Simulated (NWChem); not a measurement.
Program: NWChem. System: FZn (+1), charge 1, spin multiplicity 1, at a geometry optimised with PBE/def2-SVP. The structure started from a generated list of species. Level: CR-EOMCCSD(T)/def2-SVPD, 10 core orbitals frozen.

Job file:

```
start mol
memory heap 100 mb stack 700 mb global 1900 mb
charge 1
geometry units angstroms nocenter noautoz
  Zn     0.000000     0.000000    -0.399909
  F      0.000000     0.000000     1.333029
  symmetry group C2v
end
basis spherical
  * library def2-svpd
end
scf
  rhf
  nopen 0
  maxiter 100
  thresh 1e-7
  semidirect memsize 60000000 filesize 0
end
tce
  freeze core 10
  creomsd(t)
  nroots 1
  2eorb
  2emet 13
  thresh 1e-5
  maxiter 200
  tilesize 24
end
task tce energy
```

NWChem printed:

```
             Northwest Computational Chemistry Package (NWChem) 7.3.0
             --------------------------------------------------------

                                NWChem Input Module
                                -------------------

 Scaling coordinates for geometry "geometry" by  1.889725989
 (inverse scale =  0.529177249)

 Turning off AUTOSYM since
 SYMMETRY directive was detected!

                             Geometry "geometry" -> ""
                             -------------------------

 Output coordinates in angstroms (scale by  1.889725989 to convert to a.u.)

  No.       Tag          Charge          X              Y              Z
 ---- ---------------- ---------- -------------- -------------- --------------
    1 Zn                  30.0000     0.00000000     0.00000000    -0.39990900
    2 F                    9.0000     0.00000000     0.00000000     1.33302900

 Effective nuclear repulsion energy (a.u.)      82.4483375804

            Nuclear Dipole moment (a.u.)
            ----------------------------
        X                 Y               Z
 ---------------- ---------------- ----------------
     0.0000000000     0.0000000000    -0.0000170075

      Symmetry information
      --------------------

 Group name             C2v
 Group number             16
 Group order               4
 No. of unique centers     2

      Symmetry unique atoms

     1    2


 Summary of "ao basis" -> "" (spherical)
 ------------------------------------------------------------------------------
       Tag                 Description            Shells   Functions and Types
 ---------------- ------------------------------  ------  ---------------------
 *                         def2-svpd                  on all atoms

 Summary of "ao basis" -> "ao basis" (spherical)
 ------------------------------------------------------------------------------
       Tag                 Description            Shells   Functions and Types
 ---------------- ------------------------------  ------  ---------------------
 Zn                        def2-svpd                12       34   5s4p2d1f
[...]
    20a1  (alpha)    20a1  (beta ) ---    17a1  (alpha)    18b1  (beta )       -0.1125580991
    20a1  (alpha)    20a1  (beta ) ---    18b1  (alpha)    17a1  (beta )       -0.1125580991
======= CR-EOMCCSD(T) calculation ======
corresponding R0 value =     0.000000

CR-EOMCCSD(T) Intermediates cpu wall time             0.4            0.4
 creom_N i2_1 nr of boxes                   168
 creom_N i2_2 nr of boxes                   168
 creom_N i2_3 nr of boxes                   168
 creom_N i2_4 nr of boxes                   168

CR-EOMCCSD(T) triples loop cpu wall             0.5            0.5

 CR-EOMCCSD(T)  total energy / hartree       =     -1876.921681965902280
 CR-EOMCCSD(T)  excitation energy (eV)       =      4.41265

 =========================================
 Excited-state calculation ( b2  symmetry)
 =========================================
 Dim. of EOMCC iter. space      500

 EOMCCSD SOLVER TYPE  1
  maxdiff =   0.47862612917094927

 No. of initial right vectors    1

 EOM-CCSD right-hand side iterations
 --------------------------------------------------------------
      Residuum       Omega / hartree  Omega / eV    Cpu    Wall
 --------------------------------------------------------------

 Iteration   1 using    1 trial vectors
   0.8480933702914   0.3514313675904    9.56294     0.2     0.2

 Iteration   2 using    2 trial vectors
   0.1683059750247   0.1749376285362    4.76030     0.2     0.2

 Iteration   3 using    3 trial vectors
   0.0646580460626   0.1640086732973    4.46290     0.2     0.2

 Iteration   4 using    4 trial vectors
   0.0378319342695   0.1617258174067    4.40079     0.2     0.2

 Iteration   5 using    5 trial vectors
   0.0150994761565   0.1603668832284    4.36381     0.2     0.2

 Iteration   6 using    6 trial vectors
   0.0066624093657   0.1599894940149    4.35354     0.2     0.2

 Iteration   7 using    7 trial vectors
   0.0029931113103   0.1598727718546    4.35036     0.2     0.2

 Iteration   8 using    8 trial vectors
   0.0015595944436   0.1599090585356    4.35135     0.2     0.2

 Iteration   9 using    9 trial vectors
   0.0006290411174   0.1599174673233    4.35158     0.2     0.2

 Iteration  10 using   10 trial vectors
   0.0003504604587   0.1599152729237    4.35152     0.2     0.2

 Iteration  11 using   11 trial vectors
   0.0001695785966   0.1599147886608    4.35150     0.2     0.2

 Iteration  12 using   12 trial vectors
   0.0000694678169   0.1599143520312    4.35149     0.2     0.2

 Iteration  13 using   13 trial vectors
   0.0000225648085   0.1599142757065    4.35149     0.2     0.2

 Iteration  14 using   14 trial vectors
   0.0000071468727   0.1599139283536    4.35148     0.2     0.2
 --------------------------------------------------------------
 Iterations converged
 ------------------

 Excited state root  1
 Excitation energy / hartree =        0.159913928353643
                   / eV      =        4.351481246338007
 largest EOMCCSD amplitudes: R1 and R2

 Singles contributions
    20a1  (alpha) ---    19b2  (alpha)        0.9009138344
    23a1  (alpha) ---    19b2  (alpha)        0.1534977693

 Doubles contributions
    20a1  (alpha)    20a1  (beta ) ---    17a1  (alpha)    19b2  (beta )       -0.1125580991
    20a1  (alpha)    20a1  (beta ) ---    19b2  (alpha)    17a1  (beta )       -0.1125580991
======= CR-EOMCCSD(T) calculation ======
corresponding R0 value =     0.000000

CR-EOMCCSD(T) Intermediates cpu wall time             0.4            0.4
 creom_N i2_1 nr of boxes                   168
 creom_N i2_2 nr of boxes                   168
 creom_N i2_3 nr of boxes                   168
 creom_N i2_4 nr of boxes                   168

CR-EOMCCSD(T) triples loop cpu wall             0.5            0.5

 CR-EOMCCSD(T)  total energy / hartree       =     -1876.921681965902280
 CR-EOMCCSD(T)  excitation energy (eV)       =      4.41265

 Task  times  cpu:       17.1s     wall:       17.1s

 Total times  cpu:       17.2s     wall:       17.2s
```
